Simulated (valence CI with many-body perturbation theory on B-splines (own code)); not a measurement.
**Valence orbitals of Ce XLIII**

Computed by relativistic CI+MBPT: six valence electrons over a frozen Dirac-Fock core [Ne], a basis of 9 s, 9 p, 8 d, 6 f, 3 g, 1 h functions for each j, with the one-electron correlation potential Σ1, the two-electron term Σ2, the three-electron term Σ3, Breit, model QED; selected CI, second order for the rest, scaled by the run's own slope (own B-spline code, finite nucleus).

The last digits are not significant, and no measured levels were compared; by estimate large intervals hold to a few tenths of a per cent, small ones and those within an open d or f shell to about a per cent. Among the levels kept, up to 1100 cm⁻¹ of a level comes from second order outside the variational space, and about a tenth of that is noise between levels of different J, which matters for small intervals.

These are the spectroscopic orbitals of the CI (the correlating ones are not listed), shaped by the core and the other valence electrons. h is the expectation value of the core's Dirac-Fock operator, without the valence repulsion; Σ1 is computed up to l = 3 at one energy for each symmetry, that of its lowest orbital but kept below the first core excitation, so for empty shells it is not the orbital's own correlation shift; Breit and QED include the response of the core, and the two lowest orbitals of each symmetry also the frequency dependence of Breit exchange, which makes a step in that column.

```tsv
Orbital	h (hartree)	Σ1 (cm⁻¹)	Breit (cm⁻¹)	QED (cm⁻¹)	⟨r⟩ (bohr)
3s1/2	-145.68	-6583	18821	14815	0.2540
4s1/2	-79.147	-2147	7119	5767	0.4758
5s1/2	-49.595	-972	3369	2784	0.7692
6s1/2	-33.965	-528	1875	1558	1.131
3p1/2	-141.57	-8428	31269	64.4	0.2413
4p1/2	-77.42	-2712	11961	36.4	0.4675
5p1/2	-48.723	-1233	5747	19.9	0.7649
6p1/2	-33.466	-672	3218	11.9	1.131
3p3/2	-137.11	-7601	18398	1512	0.2504
4p3/2	-75.604	-2517	7008	600	0.4797
5p3/2	-47.813	-1158	3585	295	0.7802
6p3/2	-32.947	-635	2011	167	1.149
3d3/2	-131.98	-9339	14430	-499	0.2163
4d3/2	-73.596	-2536	5070	-165	0.4531
5d3/2	-46.826	-1122	2401	-76.8	0.7588
3d5/2	-130.94	-8622	6872	66.0	0.2191
4d5/2	-73.153	-2336	2397	56.3	0.4565
5d5/2	-46.598	-1034	1160	33.3	0.7629
4f5/2	-72.032	-2067	443	-68.4	0.4021
5f5/2	-46.031	-1011	303	-36.7	0.7131
4f7/2	-71.845	-1997	114	25.9	0.4037
5f7/2	-45.935	-974	77.6	11.1	0.7150
5g7/2	-45.748		8.2	-14.8	0.6336
5g9/2	-45.693		1.2	11.1	0.6347
```

Among the shells of the start configuration 3s2 3p4, Σ1 is largest in size for 3p1/2, where it is 0.027 % of h.

Lowest root of each symmetry, sizes in configuration state functions:

```tsv
J	Parity	Roots	Reference	Variational	Second order	Change by selected CI (cm⁻¹)	Change by second order (cm⁻¹)
0	even	3	19	37806	352678	-26449	-19
1	even	2	32	59989	873364	-26409	-109
2	even	4	47	60000	1811989	-26767	-153
0	odd	5	31	51387	485756	-34711	-33
1	odd	9	81	58208	1156161	-33997	-429
2	odd	10	102	54219	2393284	-33654	-1012
3	odd	8	95	54176	2758344	-34715	-875
4	odd	5	68	52671	2221184	-34771	-615
5	odd	1	38	44672	1210204	-31420	-186
```
